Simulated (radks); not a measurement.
Values are calculated unless marked as measured or tabulated.
Ionisation of neutral titanium, [Ar] 3d2 4s2, to [Ar] 3d2 4s1 as the strength of local exchange is varied. Code: a radial shooting solver on a logarithmic mesh with Libxc functionals. Model: non-relativistic Kohn-Sham, Slater X-alpha exchange (alpha = 2/3 is LDA exchange), no correlation, spin-polarised, spherical densities, point nucleus; open shells are filled with parallel spins first.

| alpha | E(Ti) (hartree) | exchange (hartree) | IE (eV) | -e of the level emptied (eV) | <r> of it (bohr) |
|---|---|---|---|---|---|
| 0.587 | -840.99669 | -33.32352 | 5.266 | 2.939 (4s) | 3.839 |
| 0.647 | -844.40930 | -36.86888 | 5.495 | 3.189 (4s) | 3.785 |
| 0.667 | -845.54970 | -38.05626 | 5.573 | 3.275 (4s) | 3.766 |
| 0.683 | -846.46305 | -39.00817 | 5.637 | 3.345 (4s) | 3.752 |
| 0.707 | -847.83479 | -40.43937 | 5.734 | 3.452 (4s) | 3.730 |
| 0.741 | -849.78160 | -42.47377 | 5.874 | 3.607 (4s) | 3.699 |
| 0.885 | -858.07235 | -51.17872 | 6.498 | 4.302 (4s) | 3.568 |
| 0.902 | -859.05595 | -52.21582 | 6.575 | 4.389 (4s) | 3.553 |

NIST Atomic Spectra Database: 6.828 eV (measured). The central value is not met in this range of alpha. Open shells are spherical and high-spin; term and fine-structure splittings are not resolved.
